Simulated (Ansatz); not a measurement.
An input meant for C2H7Sb⁺, that is SbMe2H with one electron fewer (charge 1, doublet; atoms displaced at random, 0.15 Å in each coordinate).

```yaml
crystal:
  periodic: [false, false, false]
  atoms:
    - {symbol: C, position_ang: [1.405097, -0.434829, -0.225296]}
    - {symbol: C, position_ang: [-1.496298, 1.188193, 0.054082]}
    - {symbol: Sb, position_ang: [-0.258303, -0.710385, 1.327941]}
    - {symbol: H, position_ang: [2.042077, 0.283105, 0.267030]}
    - {symbol: H, position_ang: [1.128009, -0.567196, -1.335209]}
    - {symbol: H, position_ang: [2.174630, -1.730386, 0.368964]}
    - {symbol: H, position_ang: [-2.171186, 0.873363, 0.129843]}
    - {symbol: H, position_ang: [-1.239374, 0.695028, -1.057350]}
    - {symbol: H, position_ang: [-0.784739, 2.158043, 0.106182]}
    - {symbol: H, position_ang: [-1.284018, -1.862489, 0.137559]}
basis:
  gaussian: {orbitals: cc-pVTZ-PP}
total_charge: 1
magnetization: {spin_polarized: true, initial_magnetization: 1}
hamiltonian: {xc: {name: B97M-V}}
output: {forces: true}
```

```sh
$ ansatz run in.yaml --threads 2 --pin off --events-out ev --progress --plain --max-ram 4352MiB
```

Output, abridged:

```
Functional definition: B97M-V
Error: [file] the basis set cc-pVTZ-PP has no functions for C
```

In this input the basis set is misnamed or doesn't suit the job. The input was rejected before any iteration.
